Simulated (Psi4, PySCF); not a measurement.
Conformational energy of C6H6OS, SMILES CC(=O)c1cccs1, singlet. Scanned: dihedral O3–C2–C4–S8; all other coordinates were relaxed at GFN2-xTB. Points at φ and −φ are mirror images. Heavy atoms are numbered in the order of the SMILES CC(=O)c1cccs1, hydrogens after them in the order of the atoms that carry them; the mirror image has the same energies with the sign of each dihedral reversed.

RKS-M06-2X/6-31G* = restricted M06-2X/6-31G*, spherical d, density fitting // GFN2-xTB in PySCF; PBE-D3(BJ)/def2-SVP // GFN2-xTB (Psi4).

Energies relative to the lowest point of each profile, in eV:

```
φ / °  RKS-M06-2X/6-31G*
-----  -----------------
-150               0.121
-120               0.300
-90                0.408
-60                0.294
-30                0.100
0                  0.000
30                 0.100
60                 0.294
90                 0.408
120                0.300
150                0.121
180                0.048
```

Predict the corresponding PBE-D3(BJ)/def2-SVP column.

-150: 0.108; -120: 0.307; -90: 0.444; -60: 0.324; -30: 0.112; 0: 0.000; 30: 0.112; 60: 0.324; 90: 0.444; 120: 0.307; 150: 0.108; 180: 0.025 (eV).
